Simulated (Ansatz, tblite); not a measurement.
Spin states of the cluster Pd3H3⁺ (the lowest singlet isomer of a short search), each relaxed with PBE-D4/def2-TZVP in Ansatz. Electronic energies in the gas phase.

In the def2 sets Pd takes a core potential; there is no spin–orbit coupling. The xTB rows come from tblite. B3LYP takes the VWN-RPA correlation. HSE06 is defined as in plane-wave codes, on full-range PBE exchange. Correlated methods freeze no core orbitals; core or outer-core shells of Pd are correlated, in sets that lack core-valence functions. HOMO above LUMO, or a gap near zero within one spin, warns that the state may not be the lowest or that an electron is smeared out. The structure comes from a short search, and lower isomers may exist.

Singlet geometry (C3v within 0.1 Å):

```xyz
6

Pd    0.601    0.020    1.508
Pd   -1.536   -0.518   -0.103
Pd    0.998   -0.636   -1.112
H     1.270    0.494    0.069
H    -0.503    0.048   -1.268
H    -0.832    0.592    0.906
```

Triplet geometry:

Cartesian coordinates in Å:
```
Pd -0.3596 0.2996 1.6511
Pd 1.1294 -0.2215 -0.4798
Pd -1.4852 0.0303 -0.8201
H -0.4068 -0.8389 0.2859
H -0.0743 0.1408 -1.7318
H 1.1966 0.5897 1.0946
```

Quintet geometry (Cs within 0.1 Å):

```xyz
6

Pd    0.7192    1.2232    0.7047
Pd   -0.4701   -1.1028    0.9268
Pd    0.3628   -0.4554   -1.4735
H     1.0419    1.0972   -1.0160
H    -1.0156   -1.2698   -0.7243
H    -0.6382    0.5076    1.5822
```

⟨S²⟩: triplet 2.04 at PBE0-D4/def2-TZVP (pure 2.00), quintet 6.01 at PBE0-D4/def2-TZVP (pure 6.00).

Run but left out: HF/STO-3G, BHLYP-D4/def2-TZVP (singlet: restricted singlet, unstable in another Hartree–Fock run and untested here).

Only these spin states were relaxed. The triplet has other bonds than the singlet, so the gap mixes isomer and spin.

```csv
level,triplet − singlet (kJ/mol),quintet − singlet (kJ/mol),lowest of these,remarks
PBE-D4/def2-TZVP,119.0,275.2,singlet,gap within one spin near zero (quintet)
r2SCAN-D4/def2-TZVP,112.2,259.1,singlet,gap within one spin near zero (quintet)
PBE0-D4/def2-TZVP,107.0,263.8,singlet,–
HSE06-D4/def2-TZVP,108.3,266.0,singlet,–
RPA@PBE/def2-TZVP,100.8,201.3,singlet,–
```

**Question.** Estimate the rows for GFN1-xTB, GFN2-xTB, BLYP-D4/def2-TZVP, B97M-V/def2-TZVP, B3LYP-D4/def2-TZVP.

**Answer.** 
```csv
level,triplet − singlet (kJ/mol),quintet − singlet (kJ/mol),lowest of these,remarks
GFN1-xTB,87.4,219.0,singlet,–
GFN2-xTB,55.0,20.9,singlet,–
BLYP-D4/def2-TZVP,121.3,266.1,singlet,gap within one spin near zero (quintet)
B97M-V/def2-TZVP,100.5,224.8,singlet,–
B3LYP-D4/def2-TZVP,115.2,265.9,singlet,–
```

The xTB methods have no spin-polarisation term.
